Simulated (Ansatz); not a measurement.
Reaction (redistribution): `[Cl][Ga-]1([Cl])[O]C=CC=[O+]1` + `[CH3][Al]([CH3])[C]#N` → `N#[C][Ga]([Cl])[Cl]` + `[CH3][Al-]1([CH3])[O]C=CC=[O+]1`

Gas-phase electronic energies from Ansatz, PBE0-D4/def2-TZVP geometries. CCSD(T)/CBS adds triple-zeta CCSD(T) − MP2 to the extrapolated MP2 energy (def2 sets, frozen cores). For Ga outer-core shells are correlated without core-valence functions, which leaves a few kJ/mol of doubt a bond. Scalar relativity is left out up to krypton.

`[Cl][Ga-]1([Cl])[O]C=CC=[O+]1`:

Cartesian coordinates in Å:
```
Cl -0.423 3.281 0.587
Ga -0.021 1.277 1.195
Cl 0.358 0.805 3.240
O 1.381 0.561 0.115
C 1.205 -0.383 -0.712
C 0.017 -1.050 -0.982
C -1.187 -0.756 -0.355
O -1.392 0.130 0.528
H 2.102 -0.688 -1.259
H 0.030 -1.839 -1.720
H -2.070 -1.337 -0.637
```

`[CH3][Al]([CH3])[C]#N`:

Cartesian coordinates in Å:
```
C 1.581 -0.702 0.661
Al -0.137 0.052 0.174
C -0.866 0.404 -1.586
C -1.294 0.533 1.672
N -1.978 0.817 2.557
H 2.196 -0.959 -0.204
H 2.146 0.000 1.283
H 1.447 -1.606 1.264
H -1.839 -0.083 -1.708
H -0.214 0.068 -2.395
H -1.043 1.477 -1.719
```

`N#[C][Ga]([Cl])[Cl]`:

Cartesian coordinates in Å:
```
N -1.764 1.657 0.587
C -0.948 0.891 0.316
Ga 0.411 -0.386 -0.137
Cl 1.610 -0.076 -1.839
Cl 0.692 -2.086 1.073
```

`[CH3][Al-]1([CH3])[O]C=CC=[O+]1`:

```xyz
17

C    -1.647   -1.629    0.638
Al    0.017   -0.641    0.385
C     1.739   -1.235    1.087
O     0.212   -0.241   -1.422
C     0.158    0.908   -1.944
C    -0.064    2.102   -1.265
C    -0.257    2.133    0.112
O    -0.253    1.132    0.883
H    -1.886   -1.753    1.699
H    -1.588   -2.635    0.209
H    -2.502   -1.130    0.171
H     2.551   -0.545    0.834
H     2.018   -2.219    0.695
H     1.721   -1.324    2.179
H     0.300    0.947   -3.029
H    -0.089    3.028   -1.822
H    -0.430    3.103    0.590
```

```
                          species  CCSD/def2-SVP energy (Eh)
  `[Cl][Ga-]1([Cl])[O]C=CC=[O+]1`                -3108.00859
          `[CH3][Al]([CH3])[C]#N`                 -413.95386
            `N#[C][Ga]([Cl])[Cl]`                -2934.83017
`[CH3][Al-]1([CH3])[O]C=CC=[O+]1`                 -587.14863
```

Problem. Work out ΔE.

Solution. ΔE = (-2934.83017) + (-587.14863) − (-3108.00859) − (-413.95386) = -0.01635 Eh = -42.9 kJ/mol. CCSD(T)/CBS gives -40.6 kJ/mol.

Largest T1 diagnostic among the species: 0.016.

In def2-TZVPP, CCSD(T) changes the Hartree–Fock value by −4.8 kJ/mol (the triples alone add +0.5 kJ/mol) and MP2 by −5.8 kJ/mol. Leaving LDA and LC-ωPBE aside and taking each functional with its dispersion term where it has one, the values, not all of them listed here, spread over 5.9 kJ/mol, from BLYP-D4 to PBE-QIDH. From BLYP to BHLYP (50 % exact exchange), in def2-TZVPP and without D4, ΔE moves by +4.6 kJ/mol.
